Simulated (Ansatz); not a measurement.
The cluster Pd₂Se₃. Total charge 0; singlet. Geometry PBE-D4/def2-SVP, basis def2-TZVP, Ansatz.

```xyz
5

Pd   -0.150    0.894    0.649
Pd    0.399   -0.229   -1.753
Se    0.228   -1.571    0.210
Se   -1.297    1.418   -1.394
Se    0.820   -0.512    2.287
```

```
run  HOMO (eV)  LUMO (eV)
  A      -5.79      -5.08
  B      -5.48      -5.35
  C      -6.23      -4.74
  D      -5.40      -5.23
  E      -8.27      -3.05
  F      -5.24      -5.12
```

In the def2 sets Pd takes a core potential; there is no spin–orbit coupling. LC-ωPBE has ω = 0.4 bohr⁻¹. No other spin state of charge 0 was run. Another isomer (singlet) lies 0.37 eV lower at PBE0-D4/def2-TZVP; other spin states weren't run for this one.

Q: The runs used LC-ωPBE, LDA (SPW92), PBE, PBE0, r2SCAN, r2SCANh. Estimate which is which.

A: A r2SCANh (10 % exact exchange); B LDA (SPW92) (0 % exact exchange); C PBE0 (25 % exact exchange); D r2SCAN (0 % exact exchange); E LC-ωPBE (range-separated); F PBE (0 % exact exchange). Exact exchange lowers occupied and raises empty levels; among semilocal functionals meta-GGAs tend to open the gap a little, and such runs are hard to tell apart. The gap grows from 0.12 eV (PBE) to 5.22 eV (LC-ωPBE). The restricted singlet is unstable towards broken spin symmetry in Hartree–Fock (as tested in another run); at r2SCANh-D4/def2-TZVP, LDA (SPW92)/def2-TZVP, PBE0-D4/def2-TZVP, r2SCAN-D4/def2-TZVP and others this wasn't settled.
